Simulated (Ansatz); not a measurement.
Consider the isomerisation: `OC(F)([SiH3])[SiH3]` → `FC[SiH2]O[SiH3]`.

Gas-phase electronic energies from Ansatz, PBE0-D4/def2-TZVP geometries. CCSD(T)/CBS is the MP2 limit (def2-TZVPP, def2-QZVPP) plus CCSD(T) − MP2 in def2-TZVPP, frozen cores. DFT in def2-TZVPP. B3LYP here is the variant with VWN-RPA as its local correlation; programs differ in this. Each species was taken in one conformer, which may not be the lowest.

```json
{"level": "PBE-D4", "ΔE (kJ/mol)": "-239.1", "difference from CCSD(T)/CBS": "38.4"}
{"level": "r2SCAN-D4", "ΔE (kJ/mol)": "-265.7", "difference from CCSD(T)/CBS": "11.8"}
{"level": "PBE0-D4", "ΔE (kJ/mol)": "-257.3", "difference from CCSD(T)/CBS": "20.2"}
{"level": "B3LYP-D4", "ΔE (kJ/mol)": "-271.7", "difference from CCSD(T)/CBS": "5.8"}
{"level": "ωB97X-V", "ΔE (kJ/mol)": "-267.0", "difference from CCSD(T)/CBS": "10.5"}
{"level": "ωB97M-V", "ΔE (kJ/mol)": "-269.1", "difference from CCSD(T)/CBS": "8.4"}
{"level": "B2PLYP", "ΔE (kJ/mol)": "-280.7", "difference from CCSD(T)/CBS": "-3.2"}
{"level": "PBE", "ΔE (kJ/mol)": "-241.1", "difference from CCSD(T)/CBS": "36.4"}
{"level": "r2SCAN", "ΔE (kJ/mol)": "-266.0", "difference from CCSD(T)/CBS": "11.5"}
{"level": "PBE0", "ΔE (kJ/mol)": "-258.9", "difference from CCSD(T)/CBS": "18.6"}
{"level": "B3LYP", "ΔE (kJ/mol)": "-275.2", "difference from CCSD(T)/CBS": "2.3"}
{"level": "HF/def2-TZVPP", "ΔE (kJ/mol)": "-315.1", "difference from CCSD(T)/CBS": "-37.6"}
{"level": "MP2/def2-TZVPP", "ΔE (kJ/mol)": "-285.8", "difference from CCSD(T)/CBS": "-8.3"}
{"level": "SCS-MP2/def2-TZVPP", "ΔE (kJ/mol)": "-289.2", "difference from CCSD(T)/CBS": "-11.7"}
{"level": "CCSD/def2-TZVPP", "ΔE (kJ/mol)": "-282.8", "difference from CCSD(T)/CBS": "-5.3"}
{"level": "CCSD(T)/def2-TZVPP", "ΔE (kJ/mol)": "-274.9", "difference from CCSD(T)/CBS": "2.6"}
{"level": "HF/def2-QZVPP", "ΔE (kJ/mol)": "-318.6", "difference from CCSD(T)/CBS": "-41.1"}
{"level": "MP2/def2-QZVPP", "ΔE (kJ/mol)": "-288.5", "difference from CCSD(T)/CBS": "-11.0"}
{"level": "SCS-MP2/def2-QZVPP", "ΔE (kJ/mol)": "-292.0", "difference from CCSD(T)/CBS": "-14.5"}
{"level": "HF/CBS(def2)", "ΔE (kJ/mol)": "-319.1", "difference from CCSD(T)/CBS": "-41.6"}
{"level": "MP2/CBS(def2)", "ΔE (kJ/mol)": "-288.4", "difference from CCSD(T)/CBS": "-10.9"}
{"level": "CCSD/CBS(def2)", "ΔE (kJ/mol)": "-285.4", "difference from CCSD(T)/CBS": "-7.9"}
{"level": "CCSD(T)/CBS", "ΔE (kJ/mol)": "-277.5", "difference from CCSD(T)/CBS": "0"}
```

Largest T1 diagnostic among the species: 0.013.

The D4 term adds +3.4 kJ/mol with B3LYP and +1.6 kJ/mol with PBE0; it sums over pairs of atoms, weighted by their polarisabilities, and B3LYP, whose exchange is more repulsive, gets the larger term. In def2-TZVPP, CCSD(T) changes the Hartree–Fock value by +40.2 kJ/mol (the triples alone add +7.9 kJ/mol) and MP2 by +29.3 kJ/mol. From PBE to PBE0 (25 % exact exchange), in def2-TZVPP and without D4, ΔE moves by −17.7 kJ/mol.

CCSD(T)/CBS has its own doubt, a few kJ/mol and more with outer-core shells, so smaller differences from it don't rank the levels.
